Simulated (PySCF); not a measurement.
Polarisability and C₆ of Cu²⁺ (copper, charge +2)

[Ar] 3d9, 2D determinant. Calculation: PySCF 2.14, in ANO-RCC-VTZP (6s5p3d2f1g, 59 functions); scalar relativity by spin-free X2C-1e. Coupled (time-dependent) response in atomic units; α is the mean over directions. The basis has no added diffuse functions, which lowers α and C₆.

```
method  mean α (bohr³)         α xx, yy, zz  C₆ (like pair)  S(−4)
   UHF           2.299  2.203, 2.203, 2.492           6.118  2.539
   PBE           3.020  2.877, 2.877, 3.306           8.070  5.968
  PBE0           2.769  2.642, 2.642, 3.023           7.403  4.545
M06-2X           2.650  2.541, 2.541, 2.867           7.067  3.926
```

S(−4) is the Cauchy moment in α(ω) = α(0) + S(−4) ω² + …

α(iu) at PBE:

| u (hartree) | α(iu) (bohr³) |
| --- | --- |
| 0 | 3.020 |
| 0.0500 | 3.005 |
| 0.100 | 2.962 |
| 0.200 | 2.809 |
| 0.300 | 2.605 |
| 0.500 | 2.192 |
| 0.750 | 1.804 |
| 1.00 | 1.543 |
| 1.50 | 1.215 |
| 2.00 | 0.9976 |
| 3.00 | 0.6995 |
| 5.00 | 0.3797 |

For an ion, C₆ is the dispersion term alone; charge-induced terms of lower order in 1/R come first.

The components differ because the open shell of this determinant is not spherical; for a pure term their mean is the scalar polarisability.
